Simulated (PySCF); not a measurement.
# Diatomic cations of Br with group 13

CCSD(T) with double-zeta basis sets in PySCF, for the lowest determinant that a PBE0 search found; no spin–orbit coupling. De refers to high-spin ground-configuration atoms (the charge goes to the atom of lower measured ionisation energy or higher electron affinity, which is not always the lowest computed limit).

```json
{"M": "B", "basis": "pcseg-1", "reference, frozen orbitals": "UHF, 10", "charged atom": "B+", "state (unpaired electrons)": "doublet (σ ↑)", "Re (Å)": "1.765", "ωe (cm⁻¹)": "932", "De (eV)": "2.57"}
{"M": "Al", "basis": "pcseg-1", "reference, frozen orbitals": "UHF, 14", "charged atom": "Al+", "state (unpaired electrons)": "doublet (σ ↑)", "Re (Å)": "2.205", "ωe (cm⁻¹)": "457", "De (eV)": "1.14"}
{"M": "Ga", "basis": "cc-pVDZ-PP", "reference, frozen orbitals": "UHF, 8", "charged atom": "Ga+", "state (unpaired electrons)": "doublet (σ ↑)", "Re (Å)": "2.283", "ωe (cm⁻¹)": "267", "De (eV)": "0.44"}
{"M": "Tl", "basis": "def2-SVP", "reference, frozen orbitals": "UHF, 13", "charged atom": "Tl+", "state (unpaired electrons)": "doublet (π ↑)", "Re (Å)": "3.396", "ωe (cm⁻¹)": "65.2", "De (eV)": "n/a"}
```

The shortest bond is that of BBr⁺ (1.765 Å), the longest that of TlBr⁺ (3.396 Å).

The rows differ in basis set, which adds steps of its own.

The state changes along the series, so neighbouring rows are not always alike in their bonding.

Correlated steps freeze the inner cores (8 to 14 orbitals); shallow outer-core shells are correlated. Weak bonds: GaBr⁺. Basis-set superposition, not corrected here, can be much of De in a small basis, most of all at correlated wavefunction levels. Spin–orbit coupling is left out, which matters for elements this heavy, above all for dissociation energies. For an ion De counts to the pair picked by the measured ionisation energies or electron affinities, which need not be the lowest pair at this level. States were picked by a PBE0 search and need not be the measured ground states.
